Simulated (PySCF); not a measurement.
# Selenium: a sound run and one with changed settings

Sound run: Se⁺ [Ar] 3d10 4s2 4p3, Se²⁺ [Ar] 3d10 4s2 4p2. Computed with PySCF 2.14 in def2-SVP (5s4p3d, 32 functions), with no relativity, point nucleus. The sound run starts from symmetry-adapted Hartree-Fock orbitals and uses a fine grid where one is needed.

Changed run: initial guess 1e, at most 5 SCF cycles. This setting is unsound on purpose.

| species | method | sound run (hartree) | changed run (hartree) | converged |
| --- | --- | --- | --- | --- |
| Se⁺ | UHF | -2399.21494 | -2399.21493 | no |
| Se⁺ | MN15 | -2401.14860 | -2401.14859 | no |
| Se⁺ | M06-L | -2400.75922 | -2400.75912 | no |
| Se²⁺ | UHF | -2398.44768 | -2398.44768 | no |
| Se²⁺ | MN15 | -2400.35979 | -2400.35979 | no |
| Se²⁺ | M06-L | -2399.98288 | -2399.98287 | no |

The SCF was stopped early; the energies are upper bounds that still move, and correlated levels were skipped or rest on poor orbitals.
